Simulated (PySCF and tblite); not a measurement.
Results of a calculation; reference values are marked as such.
C₅H₈F₄, numbered as in [CH3:1][C@H:2]([F:3])[C:4]([F:5])([F:6])[C@H:7]([CH3:8])[F:9].

Search: ETKDG and KDG, MMFF94s, GFN2-xTB, 200 starts; geometries at GFN2-xTB. Weights use PBE0-D3(BJ)/pcSseg-1 energies plus GFN2-xTB zero-point and thermal terms (modes under about 100 cm⁻¹ blended into free rotors). Symmetry numbers and mirror images are counted. Conformers within 2.5 kcal/mol (GFN2-xTB free energy) were kept, 7 at most. GIAO shieldings: PBE0/pcSseg-1. Shifts are against TMS (¹H), TMS (¹³C), CFCl3 (¹⁹F) at the same level. Codes: tblite and PySCF.

Q: What shifts does this protocol give at 298.15 K under fast conformational exchange?

A: ¹H: 5.22 (H2/H7, 2H), 1.62 (H1/H8, 6H) ppm. ¹³C: 125.5 (C4), 90.3 (C2/C7), 14.9 (C1/C8) ppm. ¹⁹F: -153.9 (F5/F6), -228.9 (F3/F9) ppm.

Q: How do the conformers differ?

A: Torsions listed: F3–C2–C4–F5, F5–C4–C7–F9.
```tsv
conformer	shape	weight %
1	-71°, 174°	96.2
2	180°, 68°	3.8
```

| signal | 1 | 2 | average |
| --- | --- | --- | --- |
| H1/H8 | 1.61 | 1.74 | 1.62 |
| H2/H7 | 5.22 | 5.21 | 5.22 |
| C1/C8 | 14.8 | 18.6 | 14.9 |
| C2/C7 | 90.1 | 96.7 | 90.3 |
| C4 | 125.5 | 125.6 | 125.5 |
| F3/F9 | -229.2 | -221.8 | -228.9 |
| F5/F6 | -154.7 | -132.5 | -153.9 |

Q: Which signal moves most, for its nucleus, between 250 and 350 K through the change of populations alone?

A: F5/F6: -154.3 ppm at 250 K, -153.9 ppm at 298.15 K, -153.4 ppm at 350 K.

Unscaled ¹⁹F shifts at such levels can be off by tens of ppm; differences between conformers or isomers are more reliable. Shifts are unscaled: against experiment ¹³C can be off by 15 ppm or more and ¹H by 0.8 ppm.


Conformer gaps in pcSseg-1 on xTB geometries can be 2 kcal/mol off for S=O, P=O and other polar bonds.